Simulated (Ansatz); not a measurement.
Kohn–Sham single points on CH$_{8}$AlB$_{2}$N, SMILES `BC[N](B)[AlH2]`.

```yaml
crystal:
  periodic: [false, false, false]
  atoms:
    - {symbol: B, position_ang: [-1.405885, 0.234508, 1.376101]}
    - {symbol: C, position_ang: [0.047835, -0.195128, 1.052768]}
    - {symbol: N, position_ang: [0.459903, -0.199630, -0.348694]}
    - {symbol: B, position_ang: [1.079173, -1.311015, -0.926526]}
    - {symbol: Al, position_ang: [0.145701, 1.250465, -1.389621]}
    - {symbol: H, position_ang: [-1.758961, 0.286629, 2.517773]}
    - {symbol: H, position_ang: [-2.190785, 0.499006, 0.507584]}
    - {symbol: H, position_ang: [0.184916, -1.199828, 1.487490]}
    - {symbol: H, position_ang: [0.721383, 0.429125, 1.662771]}
    - {symbol: H, position_ang: [1.306158, -2.292766, -0.269847]}
    - {symbol: H, position_ang: [1.375797, -1.267175, -2.089682]}
    - {symbol: H, position_ang: [0.385175, 1.177615, -2.945609]}
    - {symbol: H, position_ang: [-0.330110, 2.553395, -0.619907]}
basis:
  gaussian: {orbitals: def2-TZVPP}
hamiltonian: {xc: {name: B2PLYP}}
```

```sh
$ ansatz run in.yaml --threads 4 --pin off --events-out ev --progress --plain
```

It prints (some lines left out):

```
Functional definition: B2PLYP
1622 factors; integrals over basis functions are off by at most 1.7e-3 eV
mean field evaluation 1: about -10589.8727 eV, gradient 5.2e1 eV
mean field evaluation 2: about -10589.9746 eV, gradient 5.2e1 eV
mean field evaluation 4: about -10595.7450 eV, gradient 7.5e0 eV
mean field evaluation 8: about -10595.8682 eV, gradient 5.0e-1 eV
mean field evaluation 16: about -10595.8687 eV, gradient 1.0e-4 eV
mean field -10595.86873377 eV, -389.3909938284 hartree, gradient 2.0e-6 eV, S^2 0.000000; 0 other end points of the search recorded, 0 dependent functions left out
9 core orbitals not correlated: weight in the atoms' cores, before any rotation towards them, 1.000 or more for the frozen orbitals, at most 0.000 for the correlated occupied ones
reference -10595.86893815 eV, -389.3910013392 hartree; 13, 13 occupied and 256, 256 virtual orbitals, 1622 factors
second order -22.11329500 eV of doubles, -0.00000000 eV of singles
Total energy: -10601.83952780 eV, -389.6104164618 hartree
```

Run time 6.5 s (4 threads of a server CPU on a shared host); peak host memory 0.8 GiB.

With the line `hamiltonian: {xc: {name: PBE-QIDH}}` (abridged; 6.5 s):

```
Functional definition: PBE-QIDH
mean field evaluation 16: about -10590.5545 eV, gradient 9.2e-5 eV
mean field -10590.55451410 eV, -389.1956998575 hartree, gradient 7.4e-6 eV, S^2 0.000000
9 core orbitals not correlated: weight in the atoms' cores, before any rotation towards them, 1.000 or more for the frozen orbitals, at most 0.000 for the correlated occupied ones
second order -20.51825054 eV of doubles, -0.00000000 eV of singles
Total energy: -10597.39394781 eV, -389.4470444106 hartree
```

The same input with `hamiltonian: {xc: lda}` (abridged; 1.4 s):

```
Functional definition: SPW92
mean field evaluation 16: about -10540.7281 eV, gradient 2.1e-4 eV
mean field -10540.72812688 eV, -387.3646139005 hartree, gradient 7.8e-5 eV, S^2 0.000000
Total energy: -10540.72817993 eV, -387.3646158501 hartree
```

With the line `hamiltonian: {xc: {name: BHLYP}, dispersion: d4}` (abridged; 3.3 s):

```
Functional definition: BHLYP
mean field evaluation 16: about -10606.6936 eV, gradient 2.4e-5 eV
mean field -10606.69357967 eV, -389.7887995779 hartree, gradient 2.4e-5 eV, S^2 0.000000
Total energy: -10607.02766519 eV, -389.8010769943 hartree
```

The same input with `hamiltonian: {xc: {name: LC-wPBE}}` (abridged; 2.9 s):

```
Functional definition: LC-wPBE
mean field evaluation 16: about -10603.6476 eV, gradient 9.0e-5 eV
mean field -10603.64756120 eV, -389.6768604637 hartree, gradient 3.1e-5 eV, S^2 0.000000
Total energy: -10603.64756121 eV, -389.6768604641 hartree
```

With the line `hamiltonian: {xc: pbe0, dispersion: d4}` (abridged; 3.3 s):

```
Functional definition: PBE0
mean field evaluation 16: about -10600.3019 eV, gradient 3.3e-5 eV
mean field -10600.30189007 eV, -389.5539093173 hartree, gradient 3.3e-5 eV, S^2 0.000000
Total energy: -10600.53188644 eV, -389.5623615281 hartree
```
